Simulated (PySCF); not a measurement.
Excitation energy of Be by level of theory

Be [He] 2s2 (1S) → Be [He] 2s1 2p1 (3P), as a difference of total energies. All numbers are calculated (PySCF 2.14, the spin-free X2C one-electron Hamiltonian (Gaussian nucleus), in dyall-acv3z (15s9p4d2f, 76 functions)). Correlated levels: valence and next inner shell: nothing frozen; virtual orbitals above 40 to 60 times the deepest correlated orbital energy dropped. The calculations carry no spin-orbit coupling.

| method | excitation energy (cm⁻¹) | error (cm⁻¹) |
| --- | --- | --- |
| UHF | 13042 | -8938 |
| MP2 (valence and next inner shell) | 18983 | -2997 |
| SCS-MP2 (valence and next inner shell) | 20688 | -1293 |
| CCSD (valence and next inner shell) | 21984 | +4 |
| CCSD(T) (valence and next inner shell) | 22076 | +95 |

Reference: 21980 cm⁻¹ (measured; NIST levels, between the centres of gravity of the two terms).

Errors of the correlated levels include the incompleteness of this basis.
